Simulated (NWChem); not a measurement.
Species: SiH$_{3}$O$_{2}$Br; SMILES O[SiH](O)Br

```xyz
7

Si    -0.0200     0.9819     0.4177
O     -1.3337     1.7036    -0.2524
O      1.3628     1.6616    -0.1742
Br     0.0784    -1.2252    -0.0490
H     -0.1884     1.1169     1.8715
H     -1.3369     1.8115    -1.2149
H      2.1088     1.0677    -0.3379
```
Atoms are numbered in this order, from 1.

Level: B3LYP/6-31G* (spherical d) (NWChem), optimised geometry, unscaled harmonic frequencies. This build's default masses of Se (78.918 u) and Br (79.917 u) are each other's, which moves their modes by up to 0.6 %.

```
frequency (cm⁻¹)  IR intensity (km/mol)
----------------  ---------------------
166                                76.1
181                                26.3
240                                64.3
283                                50.1
366                                30.9
430                               147.3
782                                41.5
818                               121.3
859                                77.9
875                               462.9
931                               119.2
989                               173.9
2351                              108.3
3794                               91.3
3808                               85.1
```

```yaml
zero_point_energy: 24.1 kcal/mol
thermal correction to the enthalpy at 298.15 K (with zero-point energy): 28.4 kcal/mol
heat capacity Cv: 19.4 cal/(mol K)
entropy at 298.15 K and 1 atm (symmetry number 1): 78.9 cal/(mol K)
dipole_moment: 1.60 D
```

Rigid rotor and harmonic oscillator.
